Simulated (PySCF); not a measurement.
## How methods differ on the ionisation energy of Re⁺

Re⁺ [Xe] 4f14 5d5 6s1 (7S) → Re²⁺ [Xe] 4f14 5d5 (6S), as a difference of total energies. Computed with PySCF 2.14 in x2c-TZVPPall with one added diffuse shell each of s, p, d, f type (12s8p8d4f1g, 113 functions), with scalar relativity by spin-free X2C-1e. The calculations carry no spin-orbit coupling.

Task: Order these methods by the ionisation energy they give, lowest first.
A. BLYP
B. HSE06
C. PBEsol
D. UHF

Result: D (15.758 eV), B (16.891 eV), A (16.955 eV), C (17.198 eV).

For comparison: 16.6 ± 0.5 eV (semi-empirical (NIST evaluation); NIST Atomic Spectra Database, ionization energies).
